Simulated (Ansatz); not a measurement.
Reaction (ligand exchange at a Ge–F bond): `[CH3][Ge]([F])([F])[Cl]` + `C[SeH]` → `C[Se][Ge]([CH3])([F])[Cl]` + H–F

Gas-phase electronic energies from Ansatz, PBE0-D4/def2-TZVP geometries. CCSD(T)/CBS is the MP2 limit (def2-TZVPP, def2-QZVPP) plus CCSD(T) − MP2 in def2-TZVPP, frozen cores. This one scheme is used for every species. Functionals use def2-TZVPP. For Ge, Se outer-core shells are correlated without core-valence functions, which leaves a few kJ/mol of doubt a bond. Scalar relativity is left out up to krypton. One conformer a species, not always the lowest.

`[CH3][Ge]([F])([F])[Cl]`:

Cartesian coordinates in Å:
```
C 0.856 0.429 -0.529
Ge -0.674 -0.300 0.365
F -1.734 0.939 0.910
F -1.635 -1.246 -0.701
Cl -0.236 -1.518 2.044
H 0.518 1.024 -1.377
H 1.413 1.057 0.165
H 1.491 -0.385 -0.878
```

`C[SeH]`:

Z-matrix (Å, degrees):
```
C
Se 1 1.949
H 1 1.088 2 110.6
H 1 1.087 2 110.6 3 -123.3
H 1 1.089 2 106.0 3 118.4
H 2 1.468 1 95.4 3 61.7
```

`C[Se][Ge]([CH3])([F])[Cl]`:

```xyz
12

C     0.169    0.949    2.041
Se   -0.964    1.630    0.596
Ge   -0.002    0.359   -1.099
C    -0.415   -1.526   -1.197
F    -0.547    1.092   -2.572
Cl    2.140    0.585   -1.064
H    -0.093    1.537    2.919
H     1.218    1.103    1.795
H    -0.036   -0.102    2.234
H     0.093   -1.953   -2.062
H    -0.071   -2.026   -0.292
H    -1.493   -1.650   -1.298
```

H–F:

Cartesian coordinates in Å:
```
F 0.446 0.070 0.086
H -0.446 -0.070 -0.086
```

| level | ΔE (eV) |
| --- | --- |
| PBE0-D4 | 0.00 |
| BHLYP-D4 | 0.09 |

(1) What does CCSD(T)/CBS give? (Best estimate.)

Largest T1 diagnostic among the species: 0.011.

Answers

(1) Computed: +0.01 eV. The listed levels differ from it by -0.01, 0.08 eV.

Leaving LDA and LC-ωPBE aside and taking each functional with its dispersion term where it has one, the values, not all of them listed here, spread over 0.27 eV, from revPBE-D4 to B97M-V. LDA lies −0.06 eV from PBE without D4. In def2-TZVPP, CCSD(T) changes the Hartree–Fock value by −0.29 eV (the triples alone add −0.04 eV) and MP2 by −0.38 eV.
